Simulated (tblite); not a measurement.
Input of a run (GFN2-xTB geometry optimisation, gas phase (tblite 0.8.0)), started from a force field or distance geometry:
```
{"job": {"kind": "relax", "xc": "GFN2-xTB", "basis": "xTB"}, "charge": 0, "multiplicity": 1}
C     -2.485900    -1.464500     1.071600
C     -1.973800    -0.592400     0.174700
C     -2.823000     0.430800    -0.488100
C     -0.512900    -0.640900    -0.258700
F      0.021200    -1.871100     0.066100
F     -0.452300    -0.573000    -1.615100
Si     0.611800     0.654600     0.462200
Si     2.691200     0.244000    -0.437300
N      3.916200     1.291800     0.107500
H     -1.891600    -2.234900     1.543100
H     -3.547100    -1.433000     1.348000
H     -2.820100     0.291200    -1.575500
H     -3.881800     0.371200    -0.157600
H     -2.477400     1.445100    -0.267600
H      0.145800     2.045300     0.136400
H      0.684900     0.577700     1.972300
H      2.690600     0.377700    -1.911800
H      3.187400    -1.109700    -0.080500
H      4.757800     1.124000    -0.424800
H      4.153800     1.076900     1.077600
```

Output (eV, eV/Å):
```
step      E/eV     max force
  0    -815.93678    2.719
  1    -816.12411    1.224
  2    -816.18278    0.752
  3    -816.20790    0.417
  4    -816.23854    0.511
  5    -816.27406    0.749
  6    -816.29982    0.621
  7    -816.32283    0.385
  8    -816.33853    0.289
  9    -816.34802    0.223
 10    -816.35350    0.165
 11    -816.35777    0.191
 12    -816.36196    0.214
 13    -816.36517    0.157
 14    -816.36702    0.091
 15    -816.36841    0.106
 16    -816.37012    0.145
 17    -816.37204    0.132
 18    -816.37362    0.083
 19    -816.37473    0.081
 20    -816.37578    0.127
 21    -816.37710    0.142
 22    -816.37852    0.094
 23    -816.37966    0.087
 24    -816.38054    0.087
 25    -816.38152    0.117
 26    -816.38269    0.106
 27    -816.38388    0.076
 28    -816.38493    0.070
 29    -816.38597    0.118
 30    -816.38713    0.126
 31    -816.38829    0.087
 32    -816.38917    0.067
 33    -816.38979    0.072
 34    -816.39032    0.090
 35    -816.39088    0.070
 36    -816.39144    0.054
 37    -816.39197    0.048
 38    -816.39249    0.068
 39    -816.39303    0.067
 40    -816.39350    0.048
 41    -816.39383    0.043
 42    -816.39406    0.047
 43    -816.39429    0.049
 44    -816.39456    0.049
 45    -816.39494    0.048
 46    -816.39551    0.077
 47    -816.39627    0.094
 48    -816.39703    0.076
 49    -816.39757    0.038
 50    -816.39790    0.043
 51    -816.39822    0.047
 52    -816.39864    0.064
 53    -816.39911    0.054
 54    -816.39944    0.036
 55    -816.39963    0.033
 56    -816.39978    0.028
 57    -816.39992    0.023
 58    -816.40003    0.026
 59    -816.40013    0.022
 60    -816.40020    0.024
 61    -816.40026    0.018
 62    -816.40031    0.013
 63    -816.40034    0.014
 64    -816.40037    0.012
 65    -816.40041    0.013
 66    -816.40045    0.014
 67    -816.40049    0.012
 68    -816.40051    0.012
 69    -816.40054    0.012
 70    -816.40057    0.014
 71    -816.40060    0.015
 72    -816.40064    0.016
 73    -816.40068    0.016
 74    -816.40071    0.012
 75    -816.40073    0.010
 76    -816.40075    0.011
 77    -816.40077    0.012
 78    -816.40079    0.010
```

Summarise the run.

The energy falls by 10.7 kcal/mol over 78 L-BFGS steps, the largest force on an atom goes from 2.72 to 0.010 eV/Å, and the atoms move by 0.206 Å rms after alignment. The bond that changes most is C4–Si7 (CF2 carbon to SiH2 silicon), which lengthens by 0.086 Å. Bonds longer at the end by more than 0.005 Å: 5 of 19; shorter: 11. Among the angles that change most is Si7–Si8–N9, from 114.5° to 103.3°. Among the dihedrals that turn most is H17–Si8–N9–H20, from -165° to 172°. The energy never rose by more than 1e-5 eV on the way. The first step brought 40 % of the lowering.

What are the final bond lengths?

C1=C2 1.324 Å, C2–C3 1.496 Å, C2–C4 1.495 Å, C4–F5 1.378 Å, C4–F6 1.380 Å, C4–Si7 1.947 Å, Si7–Si8 2.310 Å, Si8–N9 1.727 Å, C1–H10 1.076 Å, C1–H11 1.076 Å, C3–H12 1.089 Å, C3–H13 1.086 Å, C3–H14 1.089 Å, Si7–H15 1.470 Å, Si7–H16 1.472 Å, Si8–H17 1.466 Å, Si8–H18 1.476 Å, N9–H19 1.007 Å, N9–H20 1.007 Å. Numbering counts from 1 in the input's order; the species is `C=C(C)C(F)(F)[SiH2][SiH2]N`.

Its GFN2-xTB frequencies are all real (lowest 18 cm⁻¹). One conformer, not necessarily the lowest. 3 starts were optimised and ended at 0.00, 0.01 and 0.08 kcal/mol (GFN2-xTB); the lowest of these is shown.

The numbers are calculated, not measured.
